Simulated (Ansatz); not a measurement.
`CBCl` and `[CH3][InH][Cl]` differ in one element.

Ansatz, PBE0-D4/def2-TZVP geometries, multiplicity 1. 

Elements past krypton have def2 core potentials.

| property | `CBCl` |
| --- | --- |
| LUMO energy (PBE0/def2-TZVPP) / eV | -1.18 |
| HOMO energy (PBE0/def2-TZVPP) / eV | -8.43 |
| HOMO energy (PBE/def2-TZVPP) / eV | -7.05 |
| LUMO energy (ωB97M-V/def2-TZVPP) / eV | 0.85 |
| HOMO–LUMO gap (B3LYP/def2-TZVPP) / eV | 6.81 |
| LUMO energy (B3LYP/def2-TZVPP) / eV | -1.40 |

(1) What does the change do to each property? (Best estimate.)

## Answers

(1) Ansatz gave: 
| property | `[CH3][InH][Cl]` | shift |
| --- | --- | --- |
| LUMO energy (PBE0/def2-TZVPP) / eV | -1.59 | -0.41 |
| HOMO energy (PBE0/def2-TZVPP) / eV | -7.87 | 0.56 |
| HOMO energy (PBE/def2-TZVPP) / eV | -6.60 | 0.45 |
| LUMO energy (ωB97M-V/def2-TZVPP) / eV | -0.11 | -0.96 |
| HOMO–LUMO gap (B3LYP/def2-TZVPP) / eV | 5.75 | -1.06 |
| LUMO energy (B3LYP/def2-TZVPP) / eV | -1.88 | -0.48 |

With PBE0 the HOMO rises by 0.56 eV and the LUMO falls by 0.41 eV, so the gap narrows by about 0.97 eV. PBE moves the HOMO by 0.45 eV and ωB97M-V by 0.66 eV.

B3LYP here is the variant with VWN-RPA as its local correlation; programs differ in this.
